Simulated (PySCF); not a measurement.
# `F[C@H]1CC(=S)[C@@H](Cl)C1`, C5H6ClFS

Geometry:
```
atom   x (Å)   y (Å)   z (Å)
  F1   1.044  -1.617   1.028
  C2   0.706  -1.001  -0.156
  C3  -0.818  -0.980  -0.318
  C4  -1.243   0.442  -0.132
  S5  -2.721   1.028  -0.413
  C6  -0.073   1.248   0.336
 Cl7  -0.163   1.276   2.142
  C8   1.149   0.468  -0.131
  H9   1.214  -1.577  -0.937
 H10  -1.282  -1.615   0.442
 H11  -1.140  -1.353  -1.291
 H12  -0.098   2.288   0.016
 H13   1.418   0.789  -1.138
 H14   2.006   0.603   0.528
```

Theory: TDDFT B3LYP/def2-SVPD circular dichroism and optical rotation, one conformer, gas phase in PySCF. Geometry: GFN2-xTB.

States above about 6.6 eV (minus the energy of the highest occupied orbital) lie near or above the ionisation threshold and depend on the basis.

**Question.** Draw the ECD and absorption spectra from the lowest 12 states, each a Gaussian of half-width 0.3 eV at 1/e height.

**Answer.** 
```
E (eV)  λ (nm)  Δε (L mol⁻¹ cm⁻¹)  ε (L mol⁻¹ cm⁻¹)
  1.74     711              +0.06             0.369
  1.84     672              +0.16                 1
  1.94     638              +0.35              2.18
  2.04     606              +0.60              3.81
  2.14     578              +0.84              5.31
  2.24     552              +0.94              5.94
  2.34     529              +0.84              5.31
  2.44     507              +0.60              3.81
  2.54     487              +0.35              2.18
  2.64     469              +0.16                 1
  2.74     452              +0.06             0.369
  2.84     436              +0.02             0.109
  2.94     421               0.00                 0
  3.04     407               0.00                 0
  3.14     394               0.00                 0
  3.24     382               0.00                 0
  3.34     371               0.00                 0
  3.44     360               0.00                 0
  3.54     350               0.00                 0
  3.64     340               0.00             0.285
  3.74     331               0.00              1.71
  3.84     322               0.00              8.35
  3.94     314              -0.01              33.1
  4.04     307              -0.02               107
  4.14     299              -0.02               286
  4.24     292              +0.03               630
  4.34     285              +0.21              1160
  4.44     279              +0.55              1760
  4.54     273              +0.98              2250
  4.64     267              +1.30              2370
  4.74     261              +1.34              2090
  4.84     256              +1.16              1590
  4.94     251              +1.09              1270
  5.04     246              +1.58              1630
  5.14     241              +3.00              3050
  5.24     236              +5.20              5580
  5.34     232              +7.19              8550
  5.44     228              +7.50             10700
  5.54     224              +5.28             11000
  5.64     220              +1.20              9380
  5.74     216              -3.04              6700
  5.84     212              -6.02              4100
  5.94     209              -7.18              2270
  6.04     205              -6.65              1340
  6.14     202              -4.89              1190
  6.24     199              -2.43              1620
  6.34     195              +0.29              2330
  6.44     192              +2.86              2930
  6.54     189              +4.77              3070
  6.64     187              +5.50              2680
```
Δε uses R in velocity form, ε uses f in length form. Only the states computed contribute, so the short-wavelength end is incomplete.
